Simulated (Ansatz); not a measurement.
A nudged elastic band was laid between two geometries of AlBCl2H3N (8 atoms, charge 0, multiplicity 1).

Level of theory: UKS r2SCAN-D4/STO-3G in Ansatz 0.2.0.

```yaml
movable_images: 7
climbing_image: yes
spring: 5.0 eV/Å²
optimiser: quadratic models (default)
start_path: through a guess of the saddle point
force_threshold: 0.05 eV/Å
iteration_limit: 29
end_points: relaxed
```

Image 0:

```xyz
8
Properties=species:S:1:pos:R:3
N 0.609 0.151 1.336
B 0.698 -0.425 0.085
Al -0.753 -0.013 -1.245
Cl -0.924 -0.703 -3.201
Cl -2.305 1.257 -0.655
H -0.158 0.786 1.645
H 1.306 0.009 2.099
H 1.620 -1.120 -0.120
```

Image 8:

```xyz
8
Properties=species:S:1:pos:R:3
N 0.717 -0.077 1.066
B 0.658 -1.183 -0.143
Al -0.672 -0.371 -1.356
Cl -1.605 -0.626 -3.211
Cl -1.155 1.570 -0.456
H 0.383 -0.441 1.998
H 0.079 0.775 0.795
H 1.687 0.295 1.251
```

(1) Which bonds break or form, and what moves?

(2) What energy profile does the band end with?

(3) What is the geometry of the highest image?

Results:

(1) Bonds broken: B2–H8. Bonds formed: N1–H8.

(2) The forces met the threshold. The highest image is number 6 of 0 to 8, 131.1 kcal/mol above the first end and 9.3 kcal/mol above the last; the last end lies 121.8 kcal/mol above the first. The profile has 3 maxima (images 1, 4, 6) with wells between them (images 2, 5): this band takes more than one step, which may be the mechanism or a detour left from its start path. Neighbouring images differ by up to 5.7 eV, so the band resolves the path poorly. A vibrational analysis at the climbing image gives one clearly imaginary mode, 62i cm⁻¹: a first-order saddle point. Limits of this set-up: minimal basis.

```
image  path coordinate (Å)  energy (kcal/mol)  B2–H8 (Å)  N1–H8 (Å)
    0                 0.00                0.0       1.17       2.18
    1                 2.43                0.8       1.17       2.17
    2                 4.86                0.2       1.17       2.18
    3                 7.30                0.3       1.17       2.17
    4                 9.73                0.8       1.17       2.17
    5                12.16                0.2       1.17       2.20
    6                14.59              131.1       2.28       1.06
    7                16.12              128.6       2.25       1.06
    8                17.64              121.8       2.28       1.06
```

(3) 
```xyz
8
Properties=species:S:1:pos:R:3
N 0.851 -0.254 1.200
B -0.491 -0.637 0.406
Al -0.937 0.221 -1.296
Cl -0.633 -0.693 -3.175
Cl -2.344 1.786 -1.477
H 0.959 -0.799 2.104
H 0.927 0.763 1.505
H 1.760 -0.444 0.677
```

Run time: 14 min on 1 thread of Intel(R) Xeon(R) Platinum 8375C CPU @ 2.90GHz (Ice Lake), with other jobs on the host, peak memory 0.19 GiB.
